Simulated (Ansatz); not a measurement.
Isomers of C₂H₆SeSi, relaxed with PBE0-D4/def2-TZVP in Ansatz; electronic energies, one conformer each and not always the lowest. Functionals use def2-TZVPP; CBS adds triple-zeta CCSD(T) − MP2 to the MP2 limit of def2-TZVPP and def2-QZVPP.

Outer-core shells of Se are correlated without core-valence functions. Scalar relativity is left out up to krypton. Spin–orbit coupling is left out.

**Question.** Order them by energy at frozen-core CCSD(T)/CBS, lowest first. (Estimate.)
A. `C1[SiH2]C[Se]1`
B. `C=C([SiH3])[SeH]`
C. `[SeH]C1C[SiH2]1`
D. `[SiH3]CC=[Se]`
E. `C[SiH]1C[Se]1`

**Answer.** E (0.0 kJ/mol), A (69.0 kJ/mol), D (132.6 kJ/mol), B (139.7 kJ/mol), C (182.0 kJ/mol).

**Question.** How do PBE0-D4, r2SCAN-D4, B3LYP-D4, HF/CBS(def2) place them (kJ/mol, against `C[SiH]1C[Se]1`)? (An estimate is asked.)

**Answer.** The calculation gave: 
```
            isomer  PBE0-D4  r2SCAN-D4  B3LYP-D4  HF/CBS(def2)
`C=C([SiH3])[SeH]`    153.2      148.9     127.1         117.6
  `C1[SiH2]C[Se]1`     70.8       77.8      69.6          66.4
 `[SeH]C1C[SiH2]1`    180.8      184.1     178.6         183.7
   `[SiH3]CC=[Se]`    147.0      142.0     123.1         120.3
```

B3LYP here is the variant with VWN-RPA as its local correlation; programs differ in this.
